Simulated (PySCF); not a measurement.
**Ir (iridium, neutral) across methods**

[Xe] 4f14 5d7 6s2, high-spin 4F determinant. Computed with PySCF 2.14 in aug-cc-pVTZ-PP with ECP60MDF (6s6p5d3f2g, 88 functions), with a scalar-relativistic core potential. The B2PLYP total includes its PT2 part (frozen core); its orbital energies are those of the SCF part.

```json
{"method": "M06-L", "E (hartree)": "-104.4706", "mean ε 6s α (eV)": "-6.643", "mean ε 5d β (eV)": "-6.628", "mean ε 6s β (eV)": "-5.460", "Σ⟨r²⟩ (bohr²)": "55.85", "⟨S²⟩": "3.765"}
{"method": "r2SCAN", "E (hartree)": "-104.4537", "mean ε 6s α (eV)": "-6.967", "mean ε 5d β (eV)": "-6.668", "mean ε 6s β (eV)": "-5.799", "Σ⟨r²⟩ (bohr²)": "55.54", "⟨S²⟩": "3.765"}
{"method": "UHF", "E (hartree)": "-103.62648", "mean ε 6s α (eV)": "-8.903", "mean ε 5d β (eV)": "-11.507", "mean ε 6s β (eV)": "-7.305", "Σ⟨r²⟩ (bohr²)": "57.06", "⟨S²⟩": "3.770"}
{"method": "PBE", "E (hartree)": "-104.4431", "mean ε 6s α (eV)": "-6.692", "mean ε 5d β (eV)": "-6.477", "mean ε 6s β (eV)": "-5.693", "Σ⟨r²⟩ (bohr²)": "55.85", "⟨S²⟩": "3.757"}
{"method": "wB97X-V", "E (hartree)": "-104.3568", "mean ε 6s α (eV)": "-9.240", "mean ε 5d β (eV)": "-10.332", "mean ε 6s β (eV)": "-8.398", "Σ⟨r²⟩ (bohr²)": "55.67", "⟨S²⟩": "3.755"}
{"method": "B2PLYP", "E (hartree)": "-104.2111", "mean ε 6s α (eV)": "-7.920", "mean ε 5d β (eV)": "-9.245", "mean ε 6s β (eV)": "-6.832", "Σ⟨r²⟩ (bohr²)": "56.23", "⟨S²⟩": "3.759"}
{"method": "PBE0", "E (hartree)": "-104.3995", "mean ε 6s α (eV)": "-7.428", "mean ε 5d β (eV)": "-7.924", "mean ε 6s β (eV)": "-6.337", "Σ⟨r²⟩ (bohr²)": "55.71", "⟨S²⟩": "3.758"}
{"method": "LDA", "E (hartree)": "-104.2270", "mean ε 6s α (eV)": "-6.947", "mean ε 5d β (eV)": "-6.471", "mean ε 6s β (eV)": "-6.050", "Σ⟨r²⟩ (bohr²)": "55.80", "⟨S²⟩": "3.755"}
{"method": "BHandHLYP", "E (hartree)": "-104.2869", "mean ε 6s α (eV)": "-7.966", "mean ε 5d β (eV)": "-9.316", "mean ε 6s β (eV)": "-7.001", "Σ⟨r²⟩ (bohr²)": "55.99", "⟨S²⟩": "3.758"}
```

Energies and moments cover only the electrons outside the core potential. Spin-orbit coupling, absent here, splits the open shell strongly.
